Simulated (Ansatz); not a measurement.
Geometry optimisation, RKS PBE0/def2-SVP in Ansatz.

The input (input.yaml):

```yaml
crystal:
  periodic: [false, false, false]
  atoms:
    - { symbol: Ge, position_ang: [-0.757719, -0.814259, -0.47343] }
    - { symbol: Cl, position_ang: [1.310131, -0.829853, -1.244995] }
    - { symbol: H, position_ang: [-1.490254, -1.846083, -1.345015] }
    - { symbol: H, position_ang: [-0.723306, -1.246173, 0.994308] }
    - { symbol: H, position_ang: [-1.33341, 0.590934, -0.690129] }
    - { symbol: H, position_ang: [1.536386, 0.830905, 0.780785] }
    - { symbol: O, position_ang: [0.834731, 1.281023, 1.273163] }
    - { symbol: H, position_ang: [0.623341, 2.033406, 0.705413] }
basis:
  gaussian: { orbitals: def2-SVP }
hamiltonian:
  xc: pbe0
relax:
  f_tol: 0.03
  max_steps: 50
```

Run as:

```bash
$ ansatz run input.yaml --threads 2 --pin off --max-ram 3072MiB --backend cpu --events-out ev --progress --plain --runs-dir out
```

Q: Where does it end, and by what steps?

A: The run converged. After 7 steps the energy has fallen by 0.013 eV; H8 moved furthest, 0.12 Å.

```
step  energy less start (eV)  largest force component (eV/Å)  accepted
   0                  0.0000                           0.315       yes
   1                  0.0609                           2.084        no
   2                  0.0011                           0.859        no
   3                 -0.0088                           0.188       yes
   4                 -0.0108                           0.212       yes
   5                 -0.0112                           0.181       yes
   6                 -0.0125                           0.063       yes
   7                 -0.0128                           0.008       yes
```

```xyz
8
Properties=species:S:1:pos:R:3
Ge -0.767 -0.812 -0.469
Cl 1.295 -0.747 -1.197
H -1.447 -1.879 -1.342
H -0.733 -1.227 1.001
H -1.389 0.565 -0.717
H 1.479 0.763 0.734
O 0.828 1.261 1.248
H 0.733 2.076 0.742
```

Whether the end is a true minimum wasn't checked by a vibrational analysis.

Time of the run: 13 s on 2 threads of Intel(R) Xeon(R) Platinum 8488C (Sapphire Rapids) (shared host), peak memory 0.2 GiB.
